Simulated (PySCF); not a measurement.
**Unknowns**

All values are calculated (PySCF 2.14): coordinates at the GFN2-xTB level, shielding tensors at PBE0/pcSseg-1 (GIAO), spin–spin couplings from B3LYP/pcJ-1. One computed conformer, no relativistic terms, rapidly exchanging positions averaged, no solvent model.

Scale: TMS for $^{1}$H (σref 31.72), $^{13}$C (σref 186.93) (reference shieldings calculated alike). Multiplet labels drop J under 1 Hz and among equivalent protons, and merge close values. Unscaled 3J(H,H) run several per cent high. Where no couplings were computed, multiplicities follow the n + 1 count of equivalent neighbours, and m marks all less simple cases (inequivalent or close neighbours, rings, F or P nearby). One-bond C–F couplings are unscaled and too large by tens of Hz. Shifts are as computed. Against solution values, carbons near 30 ppm lie about +3 ppm off and those near 130 ppm about +5 ppm. Of 1211 compounds with measured shifts, 218 miss one by over three times the rms of a fit or turn the order of signals round; such compounds aren't used in these exercises. OH and NH positions are gas-phase values without hydrogen bonding to other molecules.

Question: C₆H₁₁N₃. $^{1}$H NMR (400 MHz, computed): δ 10.03 (br s, 1H), 7.82 (s, 1H), 1.49 (s, 9H). $^{13}$C{$^{1}$H} NMR (computed): δ 176.8 (C), 144.3 (CH), 34.5 (C), 32.4 (CH3). What is it?

Answer: SMILES CC(C)(C)c1nc[nH]n1. The formula gives 3 degrees of unsaturation (1 ring in the answer). 4 carbon signals for 6 carbons: some carbons are equivalent by symmetry or fast rotation. Carbon types of the structure: 2 × C, 1 × CH, 3 × CH3, leaving 1 H on heteroatoms. δC 176.8: substituted aromatic carbon next to a ring nitrogen. δC 144.3: aromatic CH between two ring heteroatoms. δH 10.03: hydrogen on a pyrrole-type ring nitrogen; exchangeable, gas-phase position. δH 7.82: hydrogen on an aromatic CH between two ring heteroatoms; the ring current deshields protons in the ring plane.

This is the structure that produced the data.

Question: C₆H₁₁N₃. $^{1}$H NMR (400 MHz, computed): δ 7.45 (s, 1H), 4.20 (sept, 1H), 2.35 (s, 3H), 1.67 (d, 6H). $^{13}$C{$^{1}$H} NMR (computed): δ 136.1 (C), 136.0 (CH), 50.6 (CH), 26.1 (CH3), 10.6 (CH3). What is it?

Answer: SMILES Cc1cnnn1C(C)C. Rings plus π bonds: 3 (1 ring in the answer). 5 carbon signals for 6 carbons: some carbons are equivalent by symmetry or fast rotation. Carbon types of the structure: 1 × C, 2 × CH, 3 × CH3, which accounts for all hydrogens. δC 136.1: substituted aromatic carbon next to a ring nitrogen. δC 136.0: aromatic CH next to a ring nitrogen. δC 50.6: sp3 CH bonded to N; pulled downfield by the heteroatom. δH 4.20: hydrogen on an sp3 CH bonded to N; its carbon carries N, which withdraws density.

This is the structure that produced the data.

Question: C₃FN. $^{13}$C{$^{1}$H} NMR (computed): δ 109.3 (C, d, J = 16.5 Hz), 93.4 (C, d, J = 424.7 Hz), 11.5 (C, d, J = 42.5 Hz). Identify the compound.

Answer: Fluorocyanoacetylene (N#CC#CF). Rings plus π bonds: 4 (no ring in the answer). 3 carbon signals for 3 carbons: no two carbons are equivalent. Carbon types of the structure: 3 × C. δC 109.3: nitrile carbon; C≡N carbons fall here, among the sp2 signals but without a proton. δC 93.4, 11.5: alkyne carbon; the triple bond shields along its axis, which puts it between sp3 and sp2 carbons.

This is the structure that produced the data.
